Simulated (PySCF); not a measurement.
Computed properties of Si(H)(F)(NH2)2 (FH₅N₂Si), SMILES N[SiH](N)F

Si(H)(F)(NH2)2 (FH5N2Si), SMILES N[SiH](F)N. Coordinates come from a B3LYP-D3(BJ)/def2-SVP optimisation. Other conformers were not sampled. All values are computed for the isolated molecule unless a solvent is named; none is compared with measurement here.

**Structure.** All 21 harmonic modes at B3LYP-D3(BJ)/def2-SVP (PySCF) are real, so it is a minimum. With heavy atoms numbered as in [SiH:1]([NH2:2])([NH2:3])[F:4], the shortest bond between them is Si1–F4 at 1.635 Å and the longest Si1–N2 at 1.715 Å.

**Vibrations.** The strongest infrared lines (harmonic, unscaled, degenerate partners summed) lie at 985 cm⁻¹ (297 km/mol, H 43 %, Si 38 %, N 13 %), 944 cm⁻¹ (268 km/mol, Si 40 %, H 37 %, N 18 %), 2245 cm⁻¹ (179 km/mol, H 97 %). The softest mode is at 217 cm⁻¹ and the zero-point energy is 40.1 kcal/mol.

**Electronic structure.** PBE0/def2-TZVP (PySCF) places the frontier levels at -7.65 and 0.97 eV, a gap of 8.62 eV, and gives a dipole moment of 2.04 D and a mean polarisability of 39.0 bohr³.

**Excitations.** TDA-CAM-B3LYP/def2-SVPD (PySCF) has S1 at 6.97 eV (178 nm, f = 0.044, weak); the most intense of the 10 singlets computed lies at 9.26 eV (f = 0.10). T1 (TDA) is at 6.52 eV, 0.45 eV under S1. No vertical singlet excitation falls in the visible range (under 3.1 eV).

**NMR.** GIAO shifts at B3LYP/pcSseg-1 (PySCF) (non-relativistic, atoms alike by connectivity averaged): ¹H from 1.1 to 5.0 ppm against TMS; ²⁹Si at -39.3 ppm against TMS; ¹⁹F at -152.1 ppm against CFCl3.
